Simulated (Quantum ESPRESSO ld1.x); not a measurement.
The numbers below are computed, except where a source is named.
Task: Ce16+, configuration [Kr] 4d5 5s1 (not the ground configuration). Code: ld1.x of Quantum ESPRESSO 7.5. Model: Dirac Kohn-Sham, BLYP, spin-unpolarised, spherical densities, point nucleus; open shells are shared between the two j in proportion to 2j + 1.

Spin-orbit splittings of the eigenvalues, e(l+1/2) - e(l-1/2), with zeta = 2 splitting/(2l+1) and mean radii in bohr:

| shell | occ. | splitting (eV) | zeta (eV) | <r> j=l-1/2 | <r> j=l+1/2 |
|---|---|---|---|---|---|
| 2p | 6 | 447.0 | 298.0 | 0.08791 | 0.09411 |
| 3p | 6 | 88.59 | 59.06 | 0.2670 | 0.2790 |
| 3d | 10 | ? | ? | 0.2497 | 0.2535 |
| 4p | 6 | 21.58 | 14.39 | 0.6218 | 0.6437 |
| 4d | 5 | 4.191 | 1.676 | 0.6650 | 0.6716 |
| 5p | 0 | 7.022 | 4.682 | 1.212 | 1.244 |

Estimate the 3d splitting.

Result: 19.12 eV (zeta = 7.647 eV).
